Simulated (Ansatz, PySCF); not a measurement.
Dissociation curve of SMILES CF (CH₃F). The C1–H5 bond (C1 also carries F, H, H; H5 carries nothing else) is stretched with both fragments frozen at the PBE0/def2-TZVP optimised geometry.

Methods: UKS-B3LYP = unrestricted B3LYP/def2-TZVP (PySCF); UKS-PBE = unrestricted PBE/def2-TZVP in Ansatz (a program for electronic structure); UKS-M06-2X = unrestricted M06-2X/def2-TZVP (PySCF).

Energies are in kcal/mol, each relative to the lowest point of its own curve near equilibrium.

```json
[
 {"R / Å": "0.87", "UKS-B3LYP": "29.4", "UKS-PBE": "31.1", "UKS-M06-2X": "29.6"},
 {"R / Å": "0.92", "UKS-B3LYP": "15.8", "UKS-PBE": "17.0", "UKS-M06-2X": "15.8"},
 {"R / Å": "0.97", "UKS-B3LYP": "7.1", "UKS-PBE": "8.0", "UKS-M06-2X": "7.1"},
 {"R / Å": "1.02", "UKS-B3LYP": "2.2", "UKS-PBE": "2.7", "UKS-M06-2X": "2.2"},
 {"R / Å": "1.07", "UKS-B3LYP": "0.2", "UKS-PBE": "0.3", "UKS-M06-2X": "0.2"},
 {"R / Å": "1.09", "UKS-B3LYP": "0.0", "UKS-PBE": "0.0", "UKS-M06-2X": "0.0"},
 {"R / Å": "1.14", "UKS-B3LYP": "0.8", "UKS-PBE": "0.4", "UKS-M06-2X": "0.9"},
 {"R / Å": "1.17", "UKS-B3LYP": "2.0", "UKS-PBE": "1.4", "UKS-M06-2X": "2.2"},
 {"R / Å": "1.20", "UKS-B3LYP": "3.6", "UKS-PBE": "2.8", "UKS-M06-2X": "3.9"},
 {"R / Å": "1.28", "UKS-B3LYP": "9.5", "UKS-PBE": "8.2", "UKS-M06-2X": "10.0"},
 {"R / Å": "1.37", "UKS-B3LYP": "17.8", "UKS-PBE": "15.9", "UKS-M06-2X": "18.8"},
 {"R / Å": "1.49", "UKS-B3LYP": "30.2", "UKS-PBE": "27.5", "UKS-M06-2X": "31.9"},
 {"R / Å": "1.64", "UKS-B3LYP": "46.0", "UKS-PBE": "42.4", "UKS-M06-2X": "48.7"},
 {"R / Å": "1.82", "UKS-B3LYP": "63.8", "UKS-PBE": "59.2", "UKS-M06-2X": "67.9"},
 {"R / Å": "1.97", "UKS-B3LYP": "77.2", "UKS-PBE": "71.7", "UKS-M06-2X": "82.5"},
 {"R / Å": "2.18", "UKS-B3LYP": "91.6", "UKS-PBE": "86.7", "UKS-M06-2X": "97.6"},
 {"R / Å": "2.38", "UKS-B3LYP": "99.7", "UKS-PBE": "96.4", "UKS-M06-2X": "104.2"},
 {"R / Å": "2.68", "UKS-B3LYP": "105.9", "UKS-PBE": "103.4", "UKS-M06-2X": "108.9"},
 {"R / Å": "2.92", "UKS-B3LYP": "108.2", "UKS-PBE": "105.8", "UKS-M06-2X": "110.4"},
 {"R / Å": "3.30", "UKS-B3LYP": "109.9", "UKS-PBE": "107.3", "UKS-M06-2X": "—"},
 {"R / Å": "3.80", "UKS-B3LYP": "110.6", "UKS-PBE": "107.9", "UKS-M06-2X": "—"}
]
```

At the longest distance, 3.80 Å, UKS-B3LYP lies highest above its minimum (110.6 kcal/mol) and UKS-PBE lowest (107.9 kcal/mol).

A dash means that the run gave no value there, or that the column was ended at a point which the program doubted or which failed a test of continuity chosen for this set; such a test can also cut sound points.

The unrestricted determinant behind UKS-B3LYP is spin-contaminated at 2.18 to 3.80 Å (<S²> up to 1.0, against 0.00 for a pure singlet). The unrestricted determinant behind UKS-PBE is spin-contaminated at 2.38 to 3.80 Å (<S²> up to 1.0, against 0.00 for a pure singlet). The unrestricted solution behind UKS-M06-2X changes between 2.92 and 3.30 Å, which can leave a kink. The unrestricted determinant behind UKS-M06-2X is spin-contaminated at 2.18 to 2.92, 3.80 Å (<S²> up to 1.0, against 0.00 for a pure singlet).
